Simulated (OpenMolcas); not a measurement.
# Si: effect of the basis set

| Quantity | Value |
| --- | --- |
| Program | OpenMolcas |
| Method | SS-RASPT2, IPEA 0.25 Eh, imaginary shift 0.1 Eh (closed shells correlated: 2s 2p) |
| Active space | 4 electrons in 9 orbitals (RAS2 3s 3p; RAS3 3d, at most 2 electrons) |
| State averaging | 2S+1 = 3 even, 3 roots; 2S+1 = 1 even, 6 roots; 2S+1 = 5 odd, 1 root; 2S+1 = 3 odd, 8 roots; 2S+1 = 1 odd, 5 roots |
| Spin-orbit coupling | state interaction with AMFI integrals over the reference wave functions, term energies averaged over their components |

A. ANO-RCC-VTZP [5s4p2d1f], DKH2, point nucleus; CASPT2 step of the order of 10 core-seconds
B. ANO-R2 [5s4p3d1f], X2C, finite nucleus; CASPT2 step roughly 10 core-seconds
C. ANO-RCC-VQZP [6s5p3d2f1g], DKH2, point nucleus; CASPT2 step roughly 13 core-seconds
D. ANO-RCC [8s7p5d4f2g], DKH2, point nucleus; CASPT2 step about 25 core-seconds

Energies in cm⁻¹ above 3s² 3p² ³P₀, the measured ground level; measured values from NIST Handbook of Basic Atomic Spectroscopic Data.

```csv
Level,A,B,C,D,Measured
3s² 3p² ³P₀,0.0,0.0,0.0,0.0,0.0
3s² 3p² ³P₁,67.3,67.0,67.2,67.2,77.1
3s² 3p² ³P₂,196,196,196,196,223
3s² 3p² ¹D₂,6620,6900,6230,6120,6299
3s² 3p² ¹S₀,15930,16690,15480,15380,15394
3s 3p³ ⁵S°₂,31380,31580,31850,32440,33326
3s 3p³ ³D°₁,46070,47830,45480,45150,
3s 3p³ ³D°₂,46070,47830,45490,45160,
3s 3p³ ³D°₃,46090,47840,45500,45170,45322
```

Deviations, from unrounded energies. A percentage is the sum of absolute deviations over the sum of measured energies, with the sign that they share, or ± where signs differ.

```csv
Against measurement,Levels,A,B,C,D
mean absolute deviation (cm-1),6,600,1000,310,210
fine structure of the ground term (%),2,-12.2,-12.6,-12.4,-12.4
other terms of the ground configuration (%),2,+4.0,+8.8,±0.7,-0.9
other configurations (%),2,±3.4,±5.4,±2.1,-1.3
```

D lies closest to measurement on these levels and B furthest from it. The largest miss of D in the table is 3s 3p³ ⁵S°₂, by -890 cm-1. The ranking rests on the paired levels alone, and a cruder setting can come out closer through cancelling errors.

Among A to D the level of the table that moves most is 3s 3p³ ³D°₁, by 2700 cm-1 (lowest in D, highest in B). Moves below CASPT2's spread within the term are not significant.

CASPT2 breaks the degeneracy within a term, and the mean is taken; among the terms shown or strongly mixed into the levels shown the widest spread is 35 cm-1 (3s² 3p² ¹D, D). The run also gave levels led by 3s² 3p 3d, which use shells meant for correlation; these and all levels above them are left out. Some terms mix strongly with configurations of 3d, whose occupation reaches 0.28 (3s 3p³ ³D°) (figures for A; the like holds for B, C, D). Computed and measured levels are paired by configuration, term and J; levels that our copy of the source lacks, or whose pairing is in doubt (as where it misses far off the trend of its configuration), stay unpaired and out of the deviations. Only configurations of the active space appear. The table leaves out levels that lie high or whose names do not pair safely across all columns.

° marks odd parity.
